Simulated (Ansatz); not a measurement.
Program: Ansatz. Geometries: PBE0-D4/def2-TZVP. ΔE: electronic, gas phase. CBS: MP2 limit from def2 TZ/QZ plus the TZ coupled-cluster correction, frozen cores. DFT in def2-TZVPP. For Br, Ge outer-core shells are correlated without core-valence functions, which leaves a few kJ/mol of doubt a bond. Scalar relativity is left out up to krypton. One conformer a species, not always the lowest.

Reaction (isomerisation): `F[CH]([GeH3])Br` → `F[CH2][GeH2][Br]`

`F[CH]([GeH3])Br`:

```xyz
8

F    -0.789    1.788    0.033
C     0.073    0.855   -0.464
Ge    0.022   -0.806    0.622
Br   -0.412    0.450   -2.307
H     1.064    1.305   -0.528
H    -1.389   -1.390    0.519
H     0.363   -0.434    2.073
H     1.070   -1.768    0.051
```

`F[CH2][GeH2][Br]`:

Cartesian coordinates in Å:
```
F -0.677 -1.095 1.603
C -0.583 0.080 0.876
Ge 0.530 -0.222 -0.722
Br 0.581 1.819 -1.809
H -0.137 0.853 1.506
H -1.587 0.396 0.582
H -0.099 -1.242 -1.679
H 1.973 -0.590 -0.358
```

```tsv
species	r2SCAN energy (Eh)
`F[CH]([GeH3])Br`	-4791.46175
`F[CH2][GeH2][Br]`	-4791.51253
```

(1) Work out ΔE.

Largest T1 diagnostic among the species: 0.011.

Results:

(1) ΔE = (-4791.51253) − (-4791.46175) = -0.05078 Eh = -31.9 kcal/mol. CCSD(T)/CBS gives -32.0 kcal/mol.

In def2-TZVPP, CCSD(T) changes the Hartree–Fock value by +5.8 kcal/mol (the triples alone add +1.0 kcal/mol) and MP2 by +5.0 kcal/mol. From PBE to PBE0 (25 % exact exchange), in def2-TZVPP and without D4, ΔE moves by −2.1 kcal/mol.
